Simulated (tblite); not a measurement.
Species: C3H11PSi2.
Atom-mapped SMILES: `[CH2:1]=[CH:2][SiH2:3][Si@H:4]([CH3:5])[PH2:6]` (hydrogens: H7, H8 on C1; H9 on C2; H10, H11 on Si3; H12 on Si4; H13, H14, H15 on C5; H16, H17 on P6)

Computed geometry: GFN2-xTB, gas phase.

(1) List the bond lengths, angles and torsions at this level.

## Answers

(1) 
```json
{"bond": "C1=C2", "length (Å)": "1.324"}
{"bond": "C2–Si3", "length (Å)": "1.886"}
{"bond": "Si3–Si4", "length (Å)": "2.342"}
{"bond": "Si4–C5", "length (Å)": "1.909"}
{"bond": "Si4–P6", "length (Å)": "2.256"}
{"bond": "C1–H7", "length (Å)": "1.079"}
{"bond": "C1–H8", "length (Å)": "1.080"}
{"bond": "C2–H9", "length (Å)": "1.085"}
{"bond": "Si3–H10", "length (Å)": "1.470"}
{"bond": "Si3–H11", "length (Å)": "1.469"}
{"bond": "Si4–H12", "length (Å)": "1.477"}
{"bond": "C5–H13, C5–H14, C5–H15", "length (Å)": "1.086"}
{"bond": "P6–H16, P6–H17", "length (Å)": "1.384"}
```

Bonds in one row agree within 0.01 Å and their mean is given. A selection of angles:
```json
{"angle": "C2–C1–H7", "degrees": "121.5"}
{"angle": "C2–C1–H8", "degrees": "122.9"}
{"angle": "H7–C1–H8", "degrees": "115.5"}
{"angle": "C1–C2–Si3", "degrees": "124.7"}
{"angle": "C1–C2–H9", "degrees": "118.1"}
{"angle": "Si3–C2–H9", "degrees": "117.1"}
{"angle": "C2–Si3–Si4", "degrees": "107.8"}
{"angle": "C2–Si3–H10", "degrees": "108.1"}
{"angle": "C2–Si3–H11", "degrees": "107.5"}
{"angle": "Si4–Si3–H10", "degrees": "112.9"}
{"angle": "Si4–Si3–H11", "degrees": "113.0"}
{"angle": "H10–Si3–H11", "degrees": "107.3"}
{"angle": "Si3–Si4–C5", "degrees": "111.4"}
{"angle": "Si3–Si4–P6", "degrees": "114.4"}
{"angle": "Si3–Si4–H12", "degrees": "113.5"}
{"angle": "C5–Si4–P6", "degrees": "105.4"}
{"angle": "C5–Si4–H12", "degrees": "107.5"}
{"angle": "P6–Si4–H12", "degrees": "104.0"}
{"angle": "Si4–C5–H13", "degrees": "111.3"}
{"angle": "H13–C5–H14", "degrees": "107.4"}
{"angle": "Si4–P6–H16", "degrees": "95.1"}
{"angle": "Si4–P6–H17", "degrees": "94.4"}
{"angle": "H16–P6–H17", "degrees": "92.2"}
```

Torsions: C1–C2–Si3–Si4 97° (anticlinal); C2–Si3–Si4–C5 60° (synclinal).

P6 (three-coordinate phosphorus) is pyramidal (angles 95.1°, 94.4° and 92.2°, sum 281.7°, 0.84 Å off the plane of its three neighbours). Si3 (SiH2 silicon) is tetrahedral (angles from 107.3° to 113.0°). The 2 C–Si bonds span 1.886 Å (C2–Si3, drawn single) to 1.909 Å (Si4–C5, drawn single), a spread of 0.023 Å. Si4 (SiH silicon) is distorted tetrahedral (angles from 104.0° to 114.4°).

Point group: C1 (no symmetry element, even within 0.4 Å). Its lowest GFN2-xTB frequency is 11 cm⁻¹, too small to tell a flat minimum from a shallow saddle. One conformer, not necessarily the lowest (C1–C2–Si3–Si4 97°, C2–Si3–Si4–C5 60°, Si3–Si4–P6–H 44° and -48°). 3 starts were optimised and ended at 0.00, 0.14 and 1.90 kcal/mol (GFN2-xTB); the lowest of these is shown.
